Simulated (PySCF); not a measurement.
AlH₃, SMILES [AlH3]. Geometry: B3LYP-D3(BJ)/def2-TZVPD. The isomer is the one that the SMILES or the coordinates give; other isomers of the formula were not compared.

PySCF 2.14.0 with TDDFT-PBE/def2-TZVPD puts the lowest singlet excitations at 4.88, 4.88, 7.40, 7.40, 7.74, 7.74 eV.

### Question
What are the lowest excitation roots from ADC(2)/aug-cc-pVDZ run with PySCF? (Estimate from the structure and the level; the computed values follow.)

### Answer
5.82, 5.82, 8.62, 8.62, 9.11, 9.11 eV. S1 differs by 0.94 eV (second minus first; roots are paired by order, and the bases may differ).
